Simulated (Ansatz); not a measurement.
Abridged output of a molecular run in Ansatz:

```
Functional definition: HF
1106 factors; integrals over basis functions are off by at most 7.0e-4 eV
mean field evaluation 1: about -194361.1868 eV, gradient 3.7e1 eV
mean field evaluation 2: about -194361.1941 eV, gradient 3.7e1 eV
mean field evaluation 4: about -194363.9702 eV, gradient 2.2e0 eV
mean field evaluation 8: about -194363.9885 eV, gradient 1.0e-4 eV
mean field -194363.98852052 eV, -7142.7448334860 hartree, gradient 2.0e-6 eV, S^2 0.000000; 0 other end points of the search recorded, 0 dependent functions left out
28 core orbitals not correlated: weight in the atoms' cores, before any rotation towards them, 1.000 or more for the frozen orbitals, at most 0.000 for the correlated occupied ones
reference -194363.98852052 eV, -7142.7448334860 hartree; 27, 27 occupied and 60, 60 virtual orbitals, 1106 factors
second order -23.19376678 eV of doubles, -0.00000000 eV of singles
cycle   1  -22.42518491 eV  change    7.7e-1 eV  update   1.1e-1
cycle   2  -22.96245087 eV  change   -5.4e-1 eV  update   3.1e-2
cycle   3  -23.05780715 eV  change   -9.5e-2 eV  update   1.7e-2
cycle   4  -23.03978846 eV  change    1.8e-2 eV  update   4.2e-3
cycle   5  -23.03661047 eV  change    3.2e-3 eV  update   2.1e-3
cycle   6  -23.03787064 eV  change   -1.3e-3 eV  update   6.4e-4
cycle   7  -23.03764270 eV  change    2.3e-4 eV  update   2.4e-4
cycle   8  -23.03757228 eV  change    7.0e-5 eV  update   6.7e-5
cycle   9  -23.03761709 eV  change   -4.5e-5 eV  update   2.1e-5
perturbative correction -0.58400880 eV, -0.0214619277 hartree
Total energy: -194387.61014642 eV, -7143.6129122264 hartree
```

Its atoms:

Cartesian coordinates in Å:
```
O -0.822 0.815 -0.855
Ga 0.122 -0.351 0.079
Br 1.402 0.344 1.821
Br 0.017 -2.526 -0.507
H -0.719 1.717 -0.539
```

Question: Which basis set was used?
A. def2-SVP
B. def2-TZVPPD
C. def2-TZVPP
D. def2-QZVPP

Answer: A. It gives 115 functions.

Question: Write the keys of the input that set method, charge and spin (a neutral closed shell needs none for the last two).

Answer: 
```yaml
correlation: {method: ccsd_t}
```
